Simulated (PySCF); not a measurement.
Two-component Hartree-Fock for Ru(32+) (ruthenium, charge +32)

Start: [Ne] 3s2. Calculated with PySCF 2.14 in an even-tempered Gaussian basis (19 s from 5.5 bohr⁻², ratio 2.4; 13 p from 7.2 bohr⁻², ratio 2.4; 4 d from 24 bohr⁻², ratio 2.6; 4 f from 36 bohr⁻², ratio 2.6): generalised Hartree-Fock with the X2C-1e Hamiltonian and a Gaussian nucleus; one run each with spin-orbit coupling (SO) switched off, then screened by Boettger's factors.

| spinor shell | electrons | ε, spin-free (eV) | ε, screened SO (eV) | weight of nominal j (screened SO) | rms radius, screened SO (bohr) |
| --- | --- | --- | --- | --- | --- |
| 1s1/2 | 2 | -24019.3 | -24018.4 | 1.000 | 0.0383 |
| 2s1/2 | 2 | -4958.5 | -4958.3 | 1.000 | 0.154 |
| 2p1/2 | 2 | -4622.9 | -4716.5 | 1.000 | 0.134 |
| 2p3/2 | 4 | -4622.9 | -4579.5 | 1.000 | 0.138 |
| 3s1/2 | 2 | -1942.9 | -1942.9 | 1.000 | 0.374 |

| quantity | spin-free | screened SO |
| --- | --- | --- |
| E (hartree) | -3726.31862 | -3726.86257 |
| M_J | 0 | 0 |
| ⟨J²⟩ | 0.000 | 0.000 |
| ⟨L²⟩ | 0.000 | 0.004 |
| ⟨S²⟩ | 0.000 | 0.004 |

Breit and QED terms are absent; they matter most for the inner s and p1/2 levels.

Densities and radii are taken from the X2C orbitals without a picture-change correction, which distorts them close to the nucleus.

Without spin-orbit coupling the j labels of p, d and f shells carry no meaning; the spin-free column gives the mean over the occupied spinors of each nl shell.
